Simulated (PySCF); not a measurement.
C₆ coefficients of unlike pairs at PBE

Calculated with PySCF 2.14 from the dipole response of each species, C₆(A,B) = (3/π) ∫ α_A(iu) α_B(iu) du, in atomic units, from isotropic polarisabilities. For ions this is the dispersion term alone; charge-induced terms of lower order in 1/R come first.

```json
{"species": "N", "configuration": "[He] 2s2 2p3 (4S)", "basis": "def2-QZVPPD (8s4p4d2f1g)", "relativity": "none", "α (bohr³)": "8.115", "C₆ (like pair)": "27.72"}
{"species": "C", "configuration": "[He] 2s2 2p2 (3P)", "basis": "dyall-av3z (15s9p3d2f)", "relativity": "none", "α (bohr³)": "13.32", "C₆ (like pair)": "54.28"}
{"species": "Te⁺", "configuration": "[Kr] 4d10 5s2 5p3 (4S)", "basis": "def2-TZVPPD with the def2 core potential (28 electrons) (7s6p4d2f)", "relativity": "core potential", "α (bohr³)": "22.52", "C₆ (like pair)": "191.0"}
{"species": "Al³⁺", "configuration": "[Ne] (1S)", "basis": "dyall-av3z (19s12p3d2f)", "relativity": "none", "α (bohr³)": "0.1332", "C₆ (like pair)": "0.04929"}
```

**Question.** Estimate C₆ for Al³⁺ with Te⁺.

**Answer.** The integral gives 2.177. The combination rule 2 C_A C_B / (C_A α_B/α_A + C_B α_A/α_B) gives 1.989 and the geometric mean 3.068.

No spin-orbit coupling is included.

The other pairs:

```csv
pair,C₆
"Te⁺, N",72.61
"Al³⁺, C",1.049
"Al³⁺, N",0.8475
"C, N",38.34
"Te⁺, C",101.3
```
